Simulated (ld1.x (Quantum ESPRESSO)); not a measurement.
**Ar (Z = 18), PAW: configuration errors across variants**

ld1.x (Quantum ESPRESSO) 7.5 input, shortened:

```
&input
   title='Ar', zed=18., rel=0, dft='REVPBE', iswitch=3,
   config='[Ne] 3s2 3p5'
 /
 &inputp
   pseudotype=3, lpaw=.true., tm=.true., lloc=-1, rcloc=0.85,
   nlcc=.true., new_core_ps=.true.,
   which_augfun='PSQ', rmatch_augfun_nc=.true.
 /
4
3S  1  0   2.00   0.00  1.25  1.40  0.0
3S  1  0   0.00   1.10  1.25  1.40  0.0
3P  2  1   5.00   0.00  0.95  1.10  0.0
3P  2  1   0.00  -0.90  0.95  1.10  0.0
 &test
   configts(1)='3s2 3p5'
 /
```

All-electron excitation energies from the reference (eV): (1) 3s2 3p6 -16.040; (2) 3s2 3p4 28.645; (3) 3s2 3p3 71.211; (4) 3s2 3p5.5 -9.503; (5) 3s1 3p6 14.382; (6) 3s2 3p2 128.814.

The default core radius of the base comes out at 0.72 bohr.

4 further variants failed, have other tests or another functional or relativity, and are left out.

A true bound ghost makes a file unfit for plane-wave use even where its test errors are small: the radial tests pick states by their node count and pass the ghost by.

Errors AE − PS in meV (a dash: test not solved or not reliable):

| change | (1) | (2) | (3) | (4) | (5) | (6) | bound ghosts |
| --- | --- | --- | --- | --- | --- | --- | --- |
| base | -0.4 | -1.9 | -12 | -0.1 | -0.1 | -43 | none |
| wave 3s channel at 1.1 Ry: rcut 1.25, rcutus 1.40 bohr becomes 3s channel at -2.58 Ry: rcut 1.25, rcutus 1.40 bohr | -0.3 | -1.7 | -11 | -0.1 | -0.1 | -36 | none |
| local potential all-electron potential smoothed inside 1.15 bohr (lloc = -1) | -0.4 | -2.0 | -13 | -0.1 | -0.1 | -44 | none |
| local potential all-electron potential smoothed inside 0.70 bohr (lloc = -1) | 0.0 | +1.1 | +18 | +0.1 | +0.3 | – | s |
| waves 3p (bound): rcut 0.95, rcutus 1.38 bohr; 3p channel at -0.9 Ry: rcut 0.95, rcutus 1.38 bohr | -0.3 | -1.7 | -11 | -0.1 | -0.2 | -40 | none |
| all radii but the core radius scaled by about 1.42 (s 1.98, p 1.56 bohr, rcut 1.76/1.34); local potential all-electron potential smoothed inside 1.20 bohr (lloc = -1) | -0.2 | -1.1 | -5.7 | -0.1 | -0.3 | -15 | none |
| core correction Bessel-smoothed model core inside 0.94 bohr | -0.4 | -2.0 | -13 | -0.1 | -0.1 | -44 | none |

(1) Give the same row for: waves 3s (bound): rcut 1.02, rcutus 1.08 bohr; 3s channel at 1.1 Ry: rcut 1.02, rcutus 1.08 bohr.

Answers

(1) -0.4, -2.1, -14, -0.1, -0.2, -50; bound ghosts: none.
